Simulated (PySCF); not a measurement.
Compound: C2H5ClOSi.
Bonds: C1–C2 (double), C2–O3, O3–Si4, Si4–Cl5. Hydrogens: H6, H7 on C1; H8 on C2; H9, H10 on Si4.

Computed by this run: PySCF 2.14.0, PBE0-D3(BJ)/def2-SVP geometry optimisation, gas phase; density fitting, grid level 1; the optimiser is geomeTRIC in internal coordinates, started from a GFN2-xTB structure with every atom displaced at random (about 0.01 Å).

Geometry at step 10:
```
atom  x, y, z in Å
C1      1.0514    3.3240    2.3678
C2      1.6620    3.2794    1.1827
O3      2.9749    3.0342    0.9607
Si4     4.1219    2.4212    1.9931
Cl5     4.7318    3.8261    3.3867
H6      1.5979    3.1861    3.2993
H7     -0.0161    3.5499    2.4188
H8      1.1274    3.4522    0.2439
H9      3.5416    1.2933    2.7676
H10     5.2940    2.0795    1.1614
```

Question: Give the atomic forces at this geometry.

Answer: 
| atom | Fx (eV/Å) | Fy (eV/Å) | Fz (eV/Å) |
| --- | --- | --- | --- |
| C1 | -0.004 | 0.099 | -0.150 |
| C2 | -0.036 | 0.025 | 0.008 |
| O3 | -0.003 | 0.018 | -0.095 |
| Si4 | 0.042 | 0.092 | 0.338 |
| Cl5 | -0.079 | -0.064 | -0.126 |
| H6 | 0.028 | -0.006 | 0.182 |
| H7 | 0.063 | -0.062 | -0.005 |
| H8 | -0.032 | 0.006 | -0.012 |
| H9 | 0.038 | -0.069 | -0.077 |
| H10 | -0.019 | -0.038 | -0.062 |

The largest, 0.35 eV/Å, acts on Si4; the rms over all components is 0.092 eV/Å. The forces sum to zero within rounding, as they must for an isolated molecule in no field.

Question: Give the force on Si4 in Eh/bohr and in nN.

Answer: 0.353 eV/Å ÷ 51.422 = 0.00686 Eh/bohr, and 0.353 eV/Å × 1.602 = 0.57 nN.

Question: How far is this geometry from the end of the optimisation?

Answer: 0.013 eV above it, and 0.082 Å rms away after alignment. The bonds farthest from their final lengths, with half the difference of the two atoms' forces along the bond (positive lengthens):

```csv
bond,now (Å),final (Å),force along bond (eV/Å)
Si4–Cl5,2.071,2.063,-0.23
O3–Si4,1.660,1.665,+0.14
C1–H6,1.089,1.093,+0.16
Si4–H10,1.477,1.479,+0.10
```

The angle farthest from its final value is Cl5–Si4–H9, 106.2° against 107.9°.

What follows is the cost of the whole optimisation. On one thread of an Arm Neoverse V2, no GPU, shared host with 96 logical CPUs at a one-minute load of 52, this took 48 s and 0.43 GiB of memory at its peak.
